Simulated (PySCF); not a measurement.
C2H10OSi3, SMILES O=CC[SiH2][SiH2][SiH3].

Coordinates come from a B3LYP-D3(BJ)/def2-SVP optimisation. This is a generated structure with no PubChem entry under its InChIKey; it may be hypothetical. Other conformers were not sampled.

These are TDA-PBE/def2-SVPD run with PySCF values and carry that method's errors.

Vertical excitations. The molecule is in vacuum.

```json
[
 {"state": "S1", "energy (eV)": "4.04", "λ (nm)": "307", "f": "0.012", "main pairs": "HOMO→LUMO 99 %"},
 {"state": "S2", "energy (eV)": "4.80", "λ (nm)": "258", "f": "0.004", "main pairs": "HOMO→LUMO+1 97 %"},
 {"state": "S3", "energy (eV)": "5.06", "λ (nm)": "245", "f": "0.004", "main pairs": "HOMO→LUMO+2 68 %, HOMO−1→LUMO 32 %"},
 {"state": "S4", "energy (eV)": "5.10", "λ (nm)": "243", "f": "0.033", "main pairs": "HOMO−1→LUMO 62 %, HOMO→LUMO+2 31 %"},
 {"state": "S5", "energy (eV)": "5.29", "λ (nm)": "235", "f": "0.001", "main pairs": "HOMO→LUMO+3 99 %"},
 {"state": "S6", "energy (eV)": "5.46", "λ (nm)": "227", "f": "0.008", "main pairs": "HOMO→LUMO+4 94 %"},
 {"state": "T1", "energy (eV)": "3.45", "λ (nm)": "359", "f": "0", "main pairs": "HOMO→LUMO 100 %"},
 {"state": "T2", "energy (eV)": "4.71", "λ (nm)": "263", "f": "0", "main pairs": "HOMO→LUMO+1 99 %"}
]
```
Triplets are in the Tamm–Dancoff approximation.
